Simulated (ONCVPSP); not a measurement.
# Transferability test, ONCV potential for W

| Item | Value |
| --- | --- |
| Element | tungsten |
| Generator | ONCVPSP 4.0.1 |
| Type | optimised norm-conserving Vanderbilt (ONCV) |
| Functional | PBE |
| Relativity | fully relativistic |
| Frozen core | [Kr] 4d10 4f14 |
| Valence charge | 14 |
| Reference configuration | 5s2 5p6 5d4 6s2 |
| Partial waves | 5s+6s: rc 1.80 bohr, ncon 5, nbas 10, qcut 5.7 1/bohr, 2 projectors; 5p: rc 1.30 bohr, ncon 4, nbas 8, qcut 6.2 1/bohr, 2 projectors, debl 3.3 Ha; 5d: rc 2.00 bohr, ncon 4, nbas 9, qcut 9 1/bohr, 2 projectors, debl 3 Ha |
| Local potential | polynomial inside 1.15 bohr (lpopt 4, dvloc0 0 Ha) |
| Core correction | Teter function, fcfact 1.75, rcfact 1.1 |

Open shells are filled in proportion to 2j + 1.

Energies are relative to the spin-unpolarised reference configuration 5s2 5p6 5d4 6s2; without spin polarisation the order of configurations can differ from experiment.

(1) Give the all-electron excitation energy and the error of the potential for: 5s2 5p6 5d4 6s1; 5s2 5p6 5d4 6s0; 5s2 5p6 5d3 6s0; 5s2 5p5 5d4 6s2.

Results:

(1)

| valence configuration | charge | ΔE all-electron (eV) | error AE − PS (meV) |
| --- | --- | --- | --- |
| 5s2 5p6 5d4 6s1 | +1 | 8.889 | 0.0 |
| 5s2 5p6 5d4 6s0 | +2 | 24.571 | +2.4 |
| 5s2 5p6 5d3 6s0 | +3 | 49.943 | +8.5 |
| 5s2 5p5 5d4 6s2 | +1 | 49.522 | -55 |
